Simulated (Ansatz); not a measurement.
AlI3, charge -1, doublet, geometry from GFN2-xTB (such geometries of metal compounds can be far from the true shape) (a state made from the parent by changing its charge; the spin is typed, not shown lowest) (all electrons, no relativity) (a gas-phase anion, which may not be bound at this level); Ansatz (a program for electronic structure) with HF/STO-3G.

Ansatz was given this input:
Ansatz 0.2 input:
```yaml
crystal:
  periodic: [false, false, false]
  atoms:
    - {symbol: Al, position_ang: [-0.00005548, -0.01804802, 0.00950175]}
    - {symbol: I, position_ang: [-2.21432464, -1.52782833, -0.06927200]}
    - {symbol: I, position_ang: [0.00722505, 2.35047760, -1.23745696]}
    - {symbol: I, position_ang: [2.20711320, -0.81822240, 1.30439834]}
basis:
  gaussian:
    orbitals: STO-3G
hamiltonian:
  xc: hf
total_charge: -1
magnetization: {spin_polarized: true, initial_magnetization: 1}
```

Problem. Write the output that Ansatz gives for this input, abridged.

Solution. 
```
Functional definition: HF
938 factors; integrals over basis functions are off by at most 1.6e-5 eV
mean field evaluation 1: about -565755.5158 eV, gradient 1.1e1 eV
mean field evaluation 2: about -565755.5259 eV, gradient 1.1e1 eV
mean field evaluation 4: about -565757.0950 eV, gradient 3.2e-1 eV
mean field evaluation 8: about -565757.0966 eV, gradient 2.4e-5 eV
mean field evaluation 16: about -565757.0930 eV, gradient 2.1e-1 eV
mean field -565757.09660593 eV, -20791.1898163344 hartree, gradient 2.4e-5 eV, S^2 0.753174; 0 other end points of the search recorded, 0 dependent functions left out
reference -565757.09660593 eV, -20791.1898163344 hartree; 87, 86 occupied and 3, 4 virtual orbitals, 938 factors
Total energy: -565757.09660593 eV, -20791.1898163344 hartree
```
